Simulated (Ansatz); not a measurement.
Ansatz (a quantum-chemistry and plane-wave program) input:

Ansatz 0.2 input:
```yaml
crystal:
  periodic: [false, false, false]
  atoms:
    - {symbol: Cu, position_ang: [-0.00000000, -0.00000000, -1.14569503]}
    - {symbol: Cu, position_ang: [0.00000000, 0.00000000, 1.14569503]}
basis:
  gaussian:
    orbitals: def2-TZVPD
hamiltonian:
  xc: {name: wB97M-V}
output: {forces: true}
```

Task: Predict the final energy.

Result: -3280.85848 Eh (wB97M-V/def2-TZVPD). The basis has 96 functions.
